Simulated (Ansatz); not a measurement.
Reaction (atomization): `[CH2]B(C)S`• → B• + 2 C• + 6 H• + S•

Computed with Ansatz on PBE0-D4/def2-TZVP structures; ΔE is electronic, products minus reactants. CCSD(T)/CBS is the MP2 limit (def2-TZVPP, def2-QZVPP) plus CCSD(T) − MP2 in def2-TZVPP, frozen cores. This one scheme is used for every species, atoms too. DFT in def2-TZVPP. No spin–orbit coupling; open shells (•) take unrestricted orbitals. Spin–orbit coupling would lower the free atoms: a little for B, C, S. Each species was taken in one conformer, which may not be the lowest.

| level | ΔE (eV) |
| --- | --- |
| LDA (SPW92) | 43.57 |
| r2SCAN0-D4 | 38.52 |
| B2PLYP | 38.11 |
| PBE | 39.09 |
| r2SCAN | 38.86 |
| r2SCAN0 | 38.47 |
| HF/def2-QZVPP | 29.57 |
| SCS-MP2/def2-QZVPP | 38.21 |

(1) What does CCSD(T)/CBS give? (Estimate.)

Largest T1 diagnostic among the species: 0.015.

## Answers

(1) The calculation gave: +38.28 eV. The listed levels differ from it by 5.29, 0.24, -0.17, 0.81, 0.58, 0.19, -8.71, -0.07 eV.

From PBE to PBE0 (25 % exact exchange), in def2-TZVPP and without D4, ΔE moves by −0.40 eV: exact exchange takes away binding that semilocal exchange gives to molecules. At CCSD(T), def2-SVP lies −1.57 eV from the extrapolated value and def2-TZVPP −0.82 eV: correlation converges slowly with the basis, and small sets miss more of it in the bonded molecule than in its fragments.

For atomizations the MP2-based limit and the directly extrapolated one differ by several kJ/mol either way, and by 10 to 25 for some Ge, Se and Sn compounds, so smaller differences from it don't rank the levels.
